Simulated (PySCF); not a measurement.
NICS in isomers of C6H7PS.

NICS is the negative of the GIAO shielding at a point without a nucleus: at the ring centre (0) and 1 Å above and below it (1); zz is the component along the ring normal. Level: GIAO PBE0/pcSseg-1 (PySCF, non-relativistic, gas phase) on the GFN2-xTB geometries, one conformer each. Atom numbers follow the mapped SMILES.

Task: Order these rings by mean NICS(1)zz, lowest (most negative) first (ppm).
A. ring C3–S4–C5–P6–C7 in `[CH2:1]=[CH:2][c:3]1[s:4][cH:5][p:6][c:7]1[CH3:8]`
B. ring P3–C5–C6–C7–C8 in `[CH:1]#[C:2][P@:3]1(=[S:4])[CH:5]=[CH:6][CH2:7][CH2:8]1`
C. ring C1–C2–S3–C4–P8 in `[cH:1]1[cH:2][s:3][c:4]([CH:5]2[CH2:6][CH2:7]2)[p:8]1`
D. ring C3–P4–C5–C7–S8 in `[CH2:1]=[CH:2][c:3]1[p:4][c:5]([CH3:6])[cH:7][s:8]1`

Result: C (-24.3), A (-21.1), D (-19.7), B (-2.9).

```
            SMILES                                                     ring  NICS(0)  NICS(1)  NICS(1)zz  HOMA  rms pucker (Å)  ring atoms with four or more neighbours
    c1csc(C2CC2)p1  5-membered ring with P and S; formal bonds all aromatic    -11.4    -11.0      -24.3  0.72            0.00                                        0
       C=Cc1scpc1C  5-membered ring with P and S; formal bonds all aromatic     -9.5    -10.0      -21.1  0.75            0.00                                        0
     C=Cc1pc(C)cs1  5-membered ring with P and S; formal bonds all aromatic     -9.1     -9.5      -19.7  0.66            0.00                                        0
C#C[P@]1(=S)C=CCC1  5-membered ring with P; formal bonds 1 double, 4 single     -3.0     -3.7       -2.9     –            0.10                                        3
```

NICS(0) gives the same order. The isotropic NICS(1) gives the same order. HOMA uses Krygowski's 1993 parameters; it is left out where a ring has a four-coordinate atom, a triple bond, no multiple bond or a kind of bond without parameters. NICS(1) and NICS(1)zz are means over the two faces.
